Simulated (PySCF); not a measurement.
**Bond length, frequency and bond energy of HfF by level of theory**

State: doublet, unpaired electrons δ ↑, a mixture of terms (⟨Lz²⟩ = 6.0). Set-up: PySCF, spin-free X2C with a Gaussian nucleus, basis sets Hf x2c-TZVPPall, F x2c-TZVPPall. De refers to Hf (5d2 6s2) + F in their high-spin ground configurations, without counterpoise correction. The functionals are run spin-unrestricted. A positive dipole means Hf(−)F(+).

```json
{"Level": "ROHF", "Re (Å)": "1.874", "ωe (cm⁻¹)": "673", "De (eV)": "n/a", "μ (D)": "-1.88"}
{"Level": "ROHF-MP2", "Re (Å)": "1.847", "ωe (cm⁻¹)": "701", "De (eV)": "n/a", "μ (D)": "n/a"}
{"Level": "ROHF-SCS-MP2", "Re (Å)": "1.857", "ωe (cm⁻¹)": "690", "De (eV)": "n/a", "μ (D)": "n/a"}
{"Level": "PBE0", "Re (Å)": "1.829", "ωe (cm⁻¹)": "711", "De (eV)": "n/a", "μ (D)": "-1.56"}
{"Level": "MN15", "Re (Å)": "1.843", "ωe (cm⁻¹)": "694", "De (eV)": "n/a", "μ (D)": "-1.79"}
{"Level": "ωB97X", "Re (Å)": "1.841", "ωe (cm⁻¹)": "699", "De (eV)": "n/a", "μ (D)": "-1.79"}
{"Level": "B2PLYP", "Re (Å)": "1.850", "ωe (cm⁻¹)": "695", "De (eV)": "n/a", "μ (D)": "-1.83"}
```

The bond length runs from 1.829 Å (PBE0) to 1.874 Å (ROHF).

Correlated steps freeze 24 core orbitals. De is left out where the level can put another filling of the metal’s s and d shells below the measured ground configuration, by anything from nothing to about 1 eV. These are scalar-relativistic numbers at best; spin–orbit coupling would shift them, the dissociation energy most. B2PLYP dipoles, levels and charges come from its SCF part alone. The state is the lowest single determinant that the PBE0 search found; with open d or f shells the true ground state can be another one.
